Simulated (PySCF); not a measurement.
How methods differ on the ionisation energy of Co²⁵⁺

Co²⁵⁺ 1s2 (1S) → Co²⁶⁺ 1s1 (2S), as a difference of total energies. All numbers are calculated (PySCF 2.14, scalar relativity by spin-free X2C-1e, in an uncontracted even-tempered set (17 s from 28 bohr⁻², ratio 2.2; 7 p from 43 bohr⁻², ratio 2.4; 4 d from 130 bohr⁻², ratio 2.4; 3 f from 190 bohr⁻², ratio 2.4; 3 g from 290 bohr⁻², ratio 2.4)). Correlated levels: nothing frozen; virtual orbitals above 40 to 60 times the deepest correlated orbital energy dropped. The calculations carry no spin-orbit coupling.

| method | ionisation energy (eV) |
| --- | --- |
| UHF | 9550.4 |
| MP2 (all electrons) | 9551.7 |
| SCS-MP2 (all electrons) | 9552.0 |
| CCSD (all electrons) | 9551.8 |

With two correlated electrons CCSD is exact in that space.

For comparison: 9544.2 eV (theoretical estimate listed by NIST; NIST Atomic Spectra Database, ionization energies).
